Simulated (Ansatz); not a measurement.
`[SiH3]C=C=C[SiH3]` + `[NH2][SnH]([OH])[F]` → `[NH2][SnH]([F])[O][SiH3]` + `C=C=C[SiH3]`  (ligand exchange at the Si–C bond)

Computed with Ansatz on PBE0-D4/def2-TZVP structures; ΔE is electronic, products minus reactants. CCSD(T)/CBS adds triple-zeta CCSD(T) − MP2 to the extrapolated MP2 energy (def2 sets, frozen cores). Functionals use def2-TZVPP. def2 core potentials past Kr. For Sn outer-core shells are correlated without core-valence functions, which leaves a few kJ/mol of doubt a bond. Each species was taken in one conformer, which may not be the lowest.

CCSD(T)/CBS gives -88.4 kJ/mol.

Task: Another level gave -88.0 kJ/mol. Which?
A. PBE0/def2-TZVPP
B. CCSD(T)/def2-TZVPP
C. HF/def2-TZVPP
D. PBE/def2-TZVPP

Result: B. CCSD(T)/def2-TZVPP -88.0, PBE -70.6, HF/def2-TZVPP -106.3, PBE0 -76.6 kJ/mol.

Largest T1 diagnostic among the species: 0.014.

In def2-TZVPP, CCSD(T) changes the Hartree–Fock value by +18.2 kJ/mol (the triples alone add +3.2 kJ/mol) and MP2 by +21.0 kJ/mol. From PBE to PBE0 (25 % exact exchange), in def2-TZVPP and without D4, ΔE moves by −6.0 kJ/mol.
